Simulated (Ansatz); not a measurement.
CH$_{4}$AlFN$_{2}$ (`N=[C](N)[AlH][F]`), relaxed with RKS PBE0-D4/def2-TZVP in Ansatz 0.2.0 from a PBE-D4/def2-SVP geometry. The force threshold is 0.005 eV/Å; the program also tests the step.

Total charge 0; spin multiplicity 1.

Start:

```xyz
9

N     0.935    1.343   -0.310
C     0.102    0.455    0.146
N    -0.683    0.759    1.235
Al    0.052   -1.351   -0.678
F     1.190   -1.504   -1.908
H     1.490    0.957   -1.089
H    -1.517    0.212    1.436
H    -0.686    1.736    1.548
H    -0.883   -2.609   -0.380
```

(1) By how much does the energy fall, and how many steps does the optimiser take? (An estimate is asked.)

(2) Which bonds change most? (Best estimate.)

(3) Give the relaxed structure. (An estimate is asked.)

Answers

(1) Computed: 4.86 kJ/mol, in 10 steps, 1 of them rejected.

(2) Ansatz gave: Al4–F5 from 1.683 to 1.649 Å; N1–C2 from 1.300 to 1.282 Å; Al4–H9 from 1.596 to 1.578 Å; N1–H6 from 1.031 to 1.016 Å.

(3) Ansatz gave: 
```xyz
9

N     0.930    1.335   -0.293
C     0.108    0.450    0.138
N    -0.680    0.746    1.215
Al    0.061   -1.339   -0.687
F     1.157   -1.516   -1.906
H     1.490    0.980   -1.063
H    -1.495    0.195    1.412
H    -0.692    1.707    1.525
H    -0.880   -2.558   -0.340
```
